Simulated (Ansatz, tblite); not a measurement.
Cost and result up the ladder for the cluster Rb2Br (the lowest doublet isomer of a short search) (3 atoms). Charge 0, multiplicity 2. Geometry: PBE0-D4/def2-TZVP.

```xyz
3

Rb   -0.882    1.590    1.458
Rb   -0.421   -1.012   -2.058
Br    1.303   -0.578    0.599
```

Ansatz on 4 threads of Arm Neoverse V2 on a shared host; xTB runs through tblite on one thread. Times are rough, summed over both states, and most runs start from the orbitals of an earlier one. CCSD(T)/def2-TZVPP serves as the yardstick here, not as an exact answer. Differences are given only for rows in sets of like size (and for xTB, whose basis is part of the method), since another set adds its own error. The other state is a quartet at its own geometry, which has other bonds, so the gap mixes isomer and spin.

In the def2 sets Rb takes a core potential, while STO-3G treats all electrons; there is no spin–orbit coupling. The xTB rows come from tblite. B3LYP takes the VWN-RPA correlation. HSE06 is defined as in plane-wave codes, on full-range PBE exchange. Correlated methods freeze 9 core orbitals; core or outer-core shells of Rb, Br are correlated, in sets that lack core-valence functions. HOMO above LUMO, or a gap near zero within one spin, warns that the state may not be the lowest or that an electron is smeared out. In the quartet geometry the species has come apart into loosely held pieces. The structure comes from a short search, and lower isomers may exist.

Correlated methods converge slowly with the basis.

xTB has no spin-polarisation term.

| level | functions | wall time | quartet − doublet (eV) | difference from CCSD(T)/def2-TZVPP (eV) | remarks |
| --- | --- | --- | --- | --- | --- |
| GFN1-xTB | 17 | 0.002 s | 5.48 | 1.03 | – |
| GFN2-xTB | 17 | 0.004 s | 6.00 | 1.55 | – |
| HF/STO-3G | 62 | 0.9 s | 4.49 | – | HOMO above zero (doublet), HOMO above zero (quartet) |
| HF/def2-TZVP | 114 | 2 s | 3.70 | -0.75 | – |
| MP2/def2-TZVP | 114 | 2.4 s | 4.57 | 0.12 | – |
| PBE-D4/def2-TZVP | 114 | 8.1 s | 4.33 | -0.12 | – |
| RPA@PBE/def2-TZVP | 114 | 9.4 s | 4.05 | -0.40 | – |
| BLYP-D4/def2-TZVP | 114 | 9.6 s | 4.02 | -0.43 | gap within one spin near zero (quartet) |
| HSE06-D4/def2-TZVP (with forces) | 114 | 9.8 s | 4.36 | -0.09 | – |
| B3LYP-D4/def2-TZVP | 114 | 10 s | 4.13 | -0.32 | – |
| CAM-B3LYP-D4/def2-TZVP | 114 | 11 s | 4.31 | -0.14 | – |
| r2SCAN-D4/def2-TZVP | 114 | 18 s | 4.64 | 0.19 | – |
| PBE0-D4/def2-TZVP | 114 | 25 s | 4.37 | -0.08 | – |
| CCSD(T)/def2-TZVPP | 128 | 42 s | 4.45 | 0.00 | – |
